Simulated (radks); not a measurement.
Results of a calculation; reference values are marked as such.
Question: All-electron atom: Co IV in [Ar] 3d6 (the NIST ground configuration). Code: a radial shooting solver on a logarithmic mesh with Libxc functionals. Model: Dirac Kohn-Sham, PBE, spin-unpolarised, spherical densities, point nucleus; open shells fill j = l - 1/2 first. Some entries of the table are withheld. Estimate them.

orbital  occ.  eigenvalue (eV)  <1/r> (bohr^-1)
1s1/2       2        -7630.435            27.03
2s1/2       2        -937.9215            5.838
2p1/2       2        -818.7869              (1)
2p3/2       4        -803.9650              (2)
3s1/2       2        -140.6754            1.849
3p1/2       2        -104.9706              (3)
3p3/2       4        -103.0778              (4)
3d3/2       4         -45.2580              (5)
3d5/2       2         -45.0373              (6)

Answer: 
(1) 2p1/2 <1/r> (bohr^-1): 5.787
(2) 2p3/2 <1/r> (bohr^-1): 5.675
(3) 3p1/2 <1/r> (bohr^-1): 1.725
(4) 3p3/2 <1/r> (bohr^-1): 1.700
(5) 3d3/2 <1/r> (bohr^-1): 1.388
(6) 3d5/2 <1/r> (bohr^-1): 1.381
